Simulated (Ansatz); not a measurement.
Isomers of CH₅BSSi, relaxed with PBE0-D4/def2-TZVP in Ansatz; electronic energies, one conformer each and not always the lowest. Functionals use def2-TZVPP; CBS adds triple-zeta CCSD(T) − MP2 to the MP2 limit of def2-TZVPP and def2-QZVPP.

(1) Order them by energy at frozen-core CCSD(T)/CBS, lowest first. (Best estimate.)
A. `BC([SiH3])=S`
B. `BC1[SiH2]S1`
C. `CB1[SiH2]S1`
D. `C[SiH]1BS1`

(2) How do B3LYP, B3LYP-D4, PBE-D4, B2PLYP place them (kcal/mol, against `CB1[SiH2]S1`)? (Best estimate.)

Answers

(1) C (0.0 kcal/mol), D (1.1 kcal/mol), B (26.4 kcal/mol), A (47.8 kcal/mol).

(2) The calculation gave: 
| isomer | B3LYP | B3LYP-D4 | PBE-D4 | B2PLYP |
| --- | --- | --- | --- | --- |
| `BC([SiH3])=S` | 46.0 | 45.7 | 48.8 | 46.4 |
| `BC1[SiH2]S1` | 27.2 | 26.5 | 28.7 | 26.8 |
| `C[SiH]1BS1` | 2.1 | 2.0 | 2.3 | 1.7 |

B3LYP here is the variant with VWN-RPA as its local correlation; programs differ in this.
